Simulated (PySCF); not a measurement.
## Ionisation energy of Cd²¹⁺ by level of theory

Cd²¹⁺ [Ar] 3d9 [3d3/2^4 3d5/2^5, M_J = 5/2] → Cd²²⁺ [Ar] 3d8 [3d3/2^4 3d5/2^4, M_J = 4], as a difference of total energies. Computed with PySCF 2.14 in an even-tempered Gaussian basis (17 s from 2.5 bohr⁻², ratio 2.8; 12 p from 3.2 bohr⁻², ratio 2.8; 8 d from 3.2 bohr⁻², ratio 2.8; 4 f from 15 bohr⁻², ratio 3), with the two-component X2C-1e Hamiltonian. Correlated levels: [Ne] frozen; the 76 highest virtual spinors dropped. "Screened" scales the spin-orbit matrix elements by Boettger's factors to mimic the two-electron term; Breit and QED terms are absent.

```
                    method  ionisation energy (eV)
           GHF (spin-free)                  1029.1
          GMP2 (spin-free)                  1030.6
 GHF (screened spin-orbit)                  1026.9
GMP2 (screened spin-orbit)                  1028.3
```

Breit and QED terms and the two-electron picture change are absent.

The spin-free rows relax to the high-spin LS determinant and lack the spin-orbit shift.

The labels give the starting determinants; with spin-orbit coupling the two ends relaxed to ⟨J²⟩ = 8.75, ⟨L²⟩ = 6.01, ⟨S²⟩ = 0.76 and ⟨J²⟩ = 20.00, ⟨L²⟩ = 12.31, ⟨S²⟩ = 1.93.

For comparison: 1026 ± 4 eV (theoretical estimate listed by NIST; NIST Atomic Spectra Database, ionization energies).
